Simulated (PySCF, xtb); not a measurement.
This triplet lies within 0.05 eV of the relaxed singlet at the level B3LYP-D3(BJ)/def2-TZVP // PBE-D3(BJ)/def2-SVP (PySCF).

Species: [Ni(H2O)2(NH3)4]2+ (charge 2, multiplicity 3).

Give a relaxed geometry from GFN2-xTB in xtb 6.7.1.

This is not unique; one that fits is the end point of this relaxation, one of several conformers.
Cartesian coordinates (Å) in one orientation:
```xyz
23

Ni    -0.054     0.007    -0.045
O     -1.072    -1.575     1.028
H     -1.429    -2.370     0.620
H     -1.531    -1.464     1.867
O      1.021     1.518    -1.164
H      0.685     2.399    -1.361
H      1.979     1.562    -1.244
N      0.117     1.119     1.816
H      0.709     1.943     1.722
H      0.530     0.539     2.546
H     -0.781     1.441     2.174
N     -0.223    -1.136    -1.883
H     -1.186    -1.289    -2.178
H      0.215    -2.054    -1.823
H      0.242    -0.630    -2.636
N      1.822    -0.993     0.396
H      2.332    -1.269    -0.442
H      1.632    -1.845     0.924
H      2.459    -0.431     0.957
N     -1.917     1.022    -0.520
H     -2.735     0.482    -0.239
H     -1.997     1.180    -1.524
H     -2.000     1.935    -0.076
```
